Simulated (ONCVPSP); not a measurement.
**Configuration tests for Sb (ONCV)**

```
Element                 : antimony
Generator               : ONCVPSP 4.0.1
Type                    : optimised norm-conserving Vanderbilt (ONCV)
Functional              : PBE
Relativity              : scalar-relativistic
Frozen core             : [Kr] 4d10
Valence charge          : 5
Reference configuration : 5s2 5p2 (charge +1)
Partial waves           : 5s: rc 1.70 bohr, ncon 3, nbas 6, qcut 3 1/bohr, 1 projector; 5p: rc 1.85 bohr, ncon 3, nbas 8, qcut 4 1/bohr, 3 projectors, debl 3.9 Ha
Local potential         : polynomial inside 1.70 bohr (lpopt 5, dvloc0 1 Ha)
Core correction         : Teter function fitted to the true core (icmod 2), fcfact 0.7
```

Energies are relative to the spin-unpolarised reference configuration 5s2 5p2; without spin polarisation the order of configurations can differ from experiment.

| valence configuration | charge | ΔE all-electron (eV) | error AE − PS (meV) |
| --- | --- | --- | --- |
| 5s2 5p3 | 0 | -8.317 | +7.2 |
| 5s2 5p1 | +2 | 15.968 | +2.4 |
| 5s2 5p0 | +3 | 40.382 | +20 |

(1) What are ΔE and the potential's error for 5s1 5p0?

Note: ghosts flagged at negative energy: s at -12.3 eV; GHOST(+) flagged for p at 251.7 eV. A true bound ghost makes a file unfit for plane-wave use.

Results:

(1) ΔE = 84.676 eV all-electron; the error (AE − PS) is -43 meV.
